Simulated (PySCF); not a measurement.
PySCF 2.14 output of an unrestricted PBE calculation on a single atom or ion in aug-cc-pV(Q+d)Z with one added diffuse shell each of s, p, d, f, g type (8s7p6d4f3g, 114 functions), with no relativity, point nucleus:

```
SCF conv_tol = 1e-09
number electrons alpha = 10  beta = 6
    J. P. Perdew, K. Burke, and M. Ernzerhof.,  Phys. Rev. Lett. 77, 3865 (1996)
    J. P. Perdew, K. Burke, and M. Ernzerhof.,  Phys. Rev. Lett. 78, 1396 (1997)
    J. P. Perdew, K. Burke, and M. Ernzerhof.,  Phys. Rev. Lett. 77, 3865 (1996)
    J. P. Perdew, K. Burke, and M. Ernzerhof.,  Phys. Rev. Lett. 78, 1396 (1997)
cycle= 1 E= -524.423223489688  delta_E= -0.011  |g|= 0.0314  |ddm|= 0.826
cycle= 2 E= -524.42335130295  delta_E= -0.000128  |g|= 0.00416  |ddm|= 0.0976
cycle= 3 E= -524.423354141653  delta_E= -2.84e-06  |g|= 0.000295  |ddm|= 0.0137
cycle= 4 E= -524.423354172001  delta_E= -3.03e-08  |g|= 0.000128  |ddm|= 0.00164
cycle= 5 E= -524.423354175734  delta_E= -3.73e-09  |g|= 3.98e-06  |ddm|= 0.000608
cycle= 6 E= -524.423354175742  delta_E= -7.96e-12  |g|= 3.53e-07  |ddm|= 1.41e-05
converged SCF energy = -524.423354175742  <S^2> = 6.0010069  2S+1 = 5.0004028
```

The run itself started from symmetry-adapted Hartree-Fock orbitals and held the occupation by maximum overlap, on a logarithmic radial grid, so the iterations belong to that start.

**Question.** Which element, charge and spin multiplicity is this?

**Answer.** Ar²⁺ (argon, charge +2), multiplicity 5; the state was [Ne] 3s1 3p4 4s1, high-spin 5P determinant (an excited configuration).

The outer electron is Rydberg-like, and this basis confines it to a smaller radius and binds it less than a complete one would.
